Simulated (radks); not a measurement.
Results of a calculation; reference values are marked as such.
All-electron atom: Mn15+ in [Ne].

Level of theory: non-relativistic Kohn-Sham, LB94 model potential, spin-polarised, spherical densities, point nucleus (a radial shooting solver on a logarithmic mesh with Libxc functionals).

Energy parts (eV):
kinetic: 28498.434
electron-nucleus: -62071.824
Hartree: 6144.916
(The LB94 potential has no energy functional, so no total or exchange-correlation energy is given.)

Orbitals (lengths in bohr, moments of r in powers of bohr; r(90%) holds 90 % of the orbital's charge):
| orbital | occ. | eigenvalue (eV) | <r^2> | r(90%) |
|---|---|---|---|---|
| 1s | 2 | -6938.030 | 0.005045 | 0.109 |
| 2s | 2 | -1219.991 | 0.09111 | 0.430 |
| 2p | 6 | -1120.176 | 0.07234 | 0.397 |

The highest occupied level is 2p at -1120.2 eV. Summed over all electrons, <r^2> = 0.6263 bohr^2, which gives a Langevin (diamagnetic) susceptibility term of -0.496 x 10^-6 cm^3/mol.
